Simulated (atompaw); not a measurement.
PBE PAW (atompaw) dataset for Tb (Z = 65), scalar-relativistic all-electron reference.

- Element: terbium (Tb)
- Generator: atompaw 4.2.0.5
- Type: PAW
- Functional: PBE
- Relativity: scalar-relativistic
- Frozen core: [Kr] 4d10
- Valence charge: 19
- Reference configuration: 4f9 5s2 5p6 5d0 6s1 6p0 (charge +1)
- Partial waves: 5s (bound): rc 1.55 bohr; 6s (bound): rc 2.60 bohr; 5p (bound): rc 2.35 bohr; 6p (bound, empty): rc 3.00 bohr; 5d (bound, empty): rc 3.00 bohr; 5d channel at 0.05 Ry: rc 3.00 bohr; 4f (bound): rc 1.50 bohr; 4f channel at 0.65 Ry: rc 1.50 bohr
- Local potential: vpsmatchnc scheme with l = 4 at 0 Ry, radius 2.20 bohr
- Core correction: smooth core density matched at 2.10 bohr
- Augmentation charge: gaussian compensation charge, radius 2.85 bohr; PAW radius 3.00 bohr; waves and projectors: custom polynom vanderbiltortho

All-electron outer shells of the reference configuration (PBE, scalar-relativistic, ld1.x):

| shell | level (eV) | outermost node (bohr) | outermost maximum (bohr) |
| --- | --- | --- | --- |
| 4p | -286.70 | 0.28 | 0.53 |
| 4d | -153.26 | 0.26 | 0.55 |
| 5s | -53.90 | 0.64 | 1.18 |
| 5p | -31.23 | 0.69 | 1.35 |
| 4f | -9.38 | – | 0.56 |
| 6s | -8.74 | 1.59 | 3.28 |
| 5d | -6.96 | 0.78 | 2.04 |
| 6p | -5.40 | 1.92 | 4.27 |

Q: Does the generator finish with these settings?

A: Yes, a potential is produced.

Q: Estimate the cutoffs (Ry, on a coarse ladder) from which the occupation-weighted sum of valence levels, in a spherical-Bessel basis at the reference potential, stays within 10 and 1 mRy of its value at 400 Ry.

A: 90 Ry and 140 Ry.

Q: Does the potential have ghost states?

A: No extra level below or beside the all-electron valence levels (s, p, d, f tested). The logarithmic derivative shows an extra or strongly shifted pseudo pole above the reference energy (p near 1.56 Ry).

Q: Is the overlap operator S = 1 + Σ q|β⟩⟨β| positive definite (Bessel basis up to 400 Ry)?

A: Yes: its lowest eigenvalue is 0.64 (p channel).

Q: Which valence shell sets the plane-wave cutoff?

A: 4f: its level needs 90 Ry to come within 1 mRy, against 30 Ry for 5s.
